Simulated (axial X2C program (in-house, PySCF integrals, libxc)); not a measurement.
**Nuclear properties of CsO⁻**

Calculated with an axial X2C code built on PySCF integrals: two-component X2C with atomic mean-field Coulomb and Gaunt terms, Gaussian nuclei, basis Cs dyall-acv3z, O dyall-av3z with contracted cores.

R = 2.357 Å (near the PBE0 minimum at charge -1 of the determinant lowest at the starting distance; the state shown can have its own minimum elsewhere).

Input and command:
```json
{"zs": [55, 8], "q": -1, "bas": ["dyall-acv3z", "dyall-av3z"], "r0": 2.66, "levels": ["PBE0", "HF", "PBE", "BHandHLYP", "B3LYP"], "nst": 3}
```
```bash
python soeom.py task.json out
```

Keys: zs atomic numbers; q charge; bas basis sets; r0 starting distance in Å; levels methods; nst determinants followed.

Determinant lowest in the PBE0 search, Ω = 1 (⟨Sz⟩ = 1.00, ⟨Lz⟩ = 0.00 at PBE0), spin on the atoms Cs 0.52, O 0.48:

| level | Eeff magnitude (GV/cm) | Ws magnitude Cs (kHz) | A∥/gI Cs (MHz) | qzz Cs (a.u.) | A∥/gI O (MHz) | qzz O (a.u.) |
| --- | --- | --- | --- | --- | --- | --- |
| PBE0 | 2.66 | 1.86 | 570 | -0.88 | 186 | 2.73 |
| HF | 2.75 | 1.9 | 395 | -1.38 | 221 | 2.64 |
| PBE | 2.68 | 1.87 | 633 | -0.58 | 180 | 2.73 |
| BHandHLYP | 2.3 | 1.62 | 584 | -1.17 | 204 | 2.75 |
| B3LYP | 2.26 | 1.6 | 660 | -0.93 | 192 | 2.77 |

Eeff is the effective electric field on the electron electric dipole moment in this Ω state and Ws the scalar–pseudoscalar constant of the nucleus named (defined with the proton number Z and per Ω); A∥ (defined per Ω) follows by multiplying with gI = μI/(I μN); qzz is the electric field gradient, eQq0 = 234.96 MHz × Q/barn × qzz. The operators were transformed with the bare-nucleus X2C matrices; with these basis sets, hyperfine constants and field gradients can be off by tens of per cent, and where levels differ in sign neither size nor sign is settled.

(1) With gI(133Cs) = 0.7377, gI(17O) = -0.7575, Q(17O) = -0.02558 barn (g factors from the IAEA table of nuclear moments by Stone; Q from Pyykkö, Mol. Phys. 2018), turn the PBE0 values of the first state into constants in MHz.

Each state is one determinant with collinear spin, which with several unpaired electrons need not be a pure state. Unrestricted Hartree–Fock can overshoot spin polarisation at the nuclei. For an anion, determinants above electron detachment, or with a positive highest level, are held by the basis set. With several open shells hyperfine constants can be off by a factor of several. Open-shell Ω = 0 determinants with evenly filled partner blocks cannot be reached by this program, so the Ω shown need not be the lowest component. States lie within half an eV, so the first need not be the ground state. Further determinants of the search, some of them spin-mixed, are not shown. Where a field gradient or hyperfine factor spreads by more than a factor of two over the levels, a constant derived from it is not to be relied on.

Answers

(1) A∥(133Cs) = 570 × 0.7377 = 420 MHz; A∥(17O) = 186 × -0.7575 = -141 MHz; eQq0(17O) = 234.96 × (-0.02558) × (2.73) = -16.4 MHz.
